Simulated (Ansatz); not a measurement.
Consider the substitution at a C–B bond: `BC(C)(F)[SiH3]` + HBr → `CC(F)([SiH3])Br` + BH₃.

Program: Ansatz. Geometries: PBE0-D4/def2-TZVP. ΔE: electronic, gas phase. CCSD(T)/CBS is the MP2 limit (def2-TZVPP, def2-QZVPP) plus CCSD(T) − MP2 in def2-TZVPP, frozen cores. This one scheme is used for every species. For Br outer-core shells are correlated without core-valence functions, which leaves a few kJ/mol of doubt a bond. Scalar relativity is left out up to krypton.

```json
{"species": "`BC(C)(F)[SiH3]`", "HF/def2-TZVPP energy (Eh)": "-493.50090"}
{"species": "HBr", "HF/def2-TZVPP energy (Eh)": "-2573.00153"}
{"species": "`CC(F)([SiH3])Br`", "HF/def2-TZVPP energy (Eh)": "-3040.08803"}
{"species": "BH₃", "HF/def2-TZVPP energy (Eh)": "-26.40065"}
```

Work out ΔE.

ΔE = (-3040.08803) + (-26.40065) − (-493.50090) − (-2573.00153) = 0.01375 Eh = +36.1 kJ/mol. CCSD(T)/CBS gives +52.5 kJ/mol.

Largest T1 diagnostic among the species: 0.013.

In def2-TZVPP, CCSD(T) changes the Hartree–Fock value by +17.6 kJ/mol (the triples alone add +0.9 kJ/mol) and MP2 by +13.1 kJ/mol.
